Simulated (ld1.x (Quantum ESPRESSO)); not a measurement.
# Building the ultrasoft potential for tantalum (Ta) (PW91, fully relativistic).

ld1.x (Quantum ESPRESSO) 7.5 input, shortened:

```
&input
   title='Ta', zed=73., rel=2, dft='PW91', iswitch=3,
   config='[Xe] 4f14 5d3 6s0 6p0', rel_dist='average'
 /
 &inputp
   pseudotype=3, tm=.true., lloc=-2, rcloc=1.55,
   nlcc=.true., new_core_ps=.true., rcore=2.10
 /
6
6S  1  0   0.00   0.00  2.10  2.35  0.0
6S  1  0   0.00   0.05  2.10  2.35  0.0
5P  2  1   6.00   0.00  1.65  3.14  0.0
6P  3  1   0.00   0.00  1.65  3.14  0.0
5D  3  2   3.00   0.00  2.40  2.80  0.0
5D  3  2   0.00   0.70  2.40  2.80  0.0
 &test
   configts(1)='5p6 5d3 6s0 6p0'
 /
```

Open shells are filled in proportion to 2j + 1 (rel_dist='average').

All-electron outer shells of the reference configuration (PW91, scalar-relativistic, ld1.x):

```csv
shell,level (eV),outermost node (bohr),outermost maximum (bohr)
5p,-55.03,0.58,1.13
4f,-40.36,–,0.44
6s,-18.48,1.31,2.58
5d,-18.38,0.65,1.54
6p,-12.62,1.56,3.23
```

Does the generator finish with these settings?

Yes, a potential is produced.

Is the overlap operator S = 1 + Σ q|β⟩⟨β| positive definite (Bessel basis up to 400 Ry)?

Yes: its lowest eigenvalue is 0.57 (s channel).

Test run stopped at test 1 of 7 (negative rho).

A Bessel basis up to 400 Ry misses an occupied level by 1.15 Ry, so cutoffs and ghosts were not judged. The potential misses its own reference levels by up to 13.8 eV, so it is not fit for use.
